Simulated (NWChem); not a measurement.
Species: pyrimidine (C4H4N2); SMILES c1cncnc1

```xyz
10

C      0.0000     0.0000    -1.3632
C     -1.1920     0.0000    -0.6236
N     -1.2032     0.0000     0.7192
C      0.0000     0.0000     1.3157
N      1.2032     0.0000     0.7192
C      1.1920     0.0000    -0.6236
H      0.0000     0.0000    -2.4633
H     -2.1748     0.0000    -1.1295
H      0.0000     0.0000     2.4216
H      2.1748     0.0000    -1.1295
```
Atoms are numbered in this order, from 1.

Computed with NWChem. All runs use the structure optimised with PBE-D3(BJ)/def2-SVP.

Q: Estimate the computed values for TPSS/cc-pVDZ. Quantities: highest occupied level (eV); orbital gap (eV); dipole (D).

A: 
| Property | Result |
|---|---|
| highest occupied level (eV) | -5.76 |
| orbital gap (eV) | 3.84 |
| dipole (D) | 2.08 |
